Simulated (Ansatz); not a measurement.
# A barrier at the coupled-cluster level

Start structure (BN₂H₉O, closed shell), relaxed at PBE0-D4/def2-TZVP:

```csv
atom,x (Å),y (Å),z (Å)
B1,0.8106,-0.9438,0.5802
O2,1.4438,-0.1953,-0.4937
H3,0.1342,-1.8737,0.1724
H4,1.5556,-1.2550,1.4942
H5,-0.8675,0.4494,0.4365
N6,-0.3102,0.0756,1.2293
H7,-0.1649,0.5864,-1.5279
N8,-1.1523,0.8227,-1.4177
H9,2.3501,0.0198,-0.2824
H10,0.1208,0.8547,1.7160
H11,-0.9196,-0.4111,1.8775
H12,-1.3128,1.7278,-1.8412
H13,-1.6880,0.1426,-1.9429
```

The step: BH₃O ([BH2][OH]) + NH₃ + NH₃ → BNH₄ ([BH2][NH2]) + H₂O + NH₃ (still joined by a long B–O bond); bonds formed: O2–H7, H5–N8; dative contacts that become bonds: B1–N6; bonds broken: H5–N6, H7–N8; bonds weakened to dative contacts: B1–O2. Computed with Ansatz 0.2.0 (basis: def2-TZVPP and def2-QZVPP); correlated methods freeze the cores. Extrapolation: Hartree–Fock as exp(−7.88 √X), correlation as X^−2.97. Energies below are by CCSD(T) at an estimated basis limit (MP2 extrapolated from triple and quadruple zeta, plus CCSD(T) − MP2 in triple zeta).

(1) What are the electronic barrier and the energy of the step, from the start structure to the end structure? (Judge from chemistry; the value comes from the calculation.)

No T1 diagnostic of these runs exceeds 0.010.

## Answers

(1) The calculation gives: Barrier 0.950 eV; step energy 0.723 eV (uphill); reverse barrier, their difference, 0.227 eV. Barrier and step energy count from the start structure, the reverse barrier from the end structure.

The saddle point: One imaginary mode of 620i cm⁻¹.
| pair | start (Å) | saddle (Å) | end (Å) |
| --- | --- | --- | --- |
| B1–N6 | 1.65 | 1.56 | 1.50 |
| O2–H7 | 2.07 | 1.27 | 1.03 |
| H5–N8 | 1.91 | 1.09 | 1.03 |
| B1–O2 | 1.45 | 1.56 | 1.68 |
| H5–N6 | 1.04 | 1.67 | 2.07 |
| H7–N8 | 1.02 | 1.21 | 1.61 |

Zero-point energy (harmonic, PBE0-D4): ZPE is 3.106 eV at the start and 2.978 eV at the saddle, so the barrier goes from 0.950 to 0.821 eV.

First-order rate constant out of the start structure at 298 K by transition-state theory, with harmonic vibrational free energies alone and no tunnelling: ΔA‡ = 0.862 eV, so k = (kB T/h) exp(−ΔA‡/kB T) ≈ 10^-2 s⁻¹ (an order of magnitude at best: rotation, the number of equivalent paths and anharmonicity are left out).

Labels in which every atom is bracketed show which atoms are joined, not bond orders.

For scale, one of the runs: CCSD(T)/def2-TZVPP, 250 basis functions, launched by `ansatz run in.yaml --threads 4 --pin off --events-out ev --progress --plain --max-ram 9574MiB`. Hardware: 4 CPU threads of an Intel Xeon, shared host. Wall time 3.6 min; peak host memory 5.7 GiB.
